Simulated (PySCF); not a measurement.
Geometry:
```
atom   x (Å)   y (Å)   z (Å)
  C1  -2.232  -0.307   0.702
  N2  -1.905  -0.106  -0.687
  C3  -3.062   0.229  -1.477
 Si4  -0.513  -0.812  -1.409
  C5   0.822  -0.627  -0.136
  C6   1.688  -0.518   0.705
 Si7   3.055  -0.289   1.929
  P8   4.894   0.567   0.963
  H9  -2.714   0.591   1.101
 H10  -1.323  -0.498   1.268
 H11  -2.918  -1.152   0.842
 H12  -2.761   0.452  -2.498
 H13  -3.792  -0.590  -1.501
 H14  -3.556   1.110  -1.056
 H15  -0.229  -0.012  -2.604
 H16  -0.592  -2.247  -1.746
 H17   2.617   0.654   2.964
 H18   3.423  -1.594   2.491
 H19   4.868  -0.286  -0.125
 H20   4.224   1.559   0.272
```

Rapidly exchanging positions averaged, relativity neglected, no solvent model, one computed conformer. NMR shieldings at PBE0/pcSseg-1/GIAO; GFN2-xTB geometry; PySCF.

Task: List the cross peaks expected in HSQC, COSY and HMBC spectra.

Result: 

HSQC (one-bond C–H):
```csv
δH,δC
2.68 (H9/H10/H11/H12/H13/H14),40.7 (C1/C3)
```

COSY cross peaks (H two or three bonds apart, from the bond graph; peaks can be absent where the dihedral angle is near 90°):
```csv
δH,δH
4.60 (H17/H18),1.39 (H19/H20)
```

HMBC (two and three bonds, from the bond graph):
```csv
δH,δC
4.94 (H15/H16),"121.6 (C5), 115.4 (C6), 40.7 (C1/C3)"
4.60 (H17/H18),"121.6 (C5), 115.4 (C6)"
2.68 (H9/H10/H11/H12/H13/H14),40.7 (C1/C3)
1.39 (H19/H20),115.4 (C6)
```

References, each an isolated molecule treated in the same way: 1H (31.72 ppm) and 13C (186.93 ppm) vs TMS.

Short H···H contacts in this conformer between protons four or more bonds apart (candidates for NOE cross peaks, intensity ∝ r⁻⁶): H12···H15 2.58 Å.

Shifts are as computed. Against solution values, carbons near 30 ppm lie about +3 ppm off and those near 130 ppm about +5 ppm. Of 1309 compounds with measured shifts, 239 miss one by over three times the rms of a fit or turn the order of signals round; such compounds aren't used in these exercises.
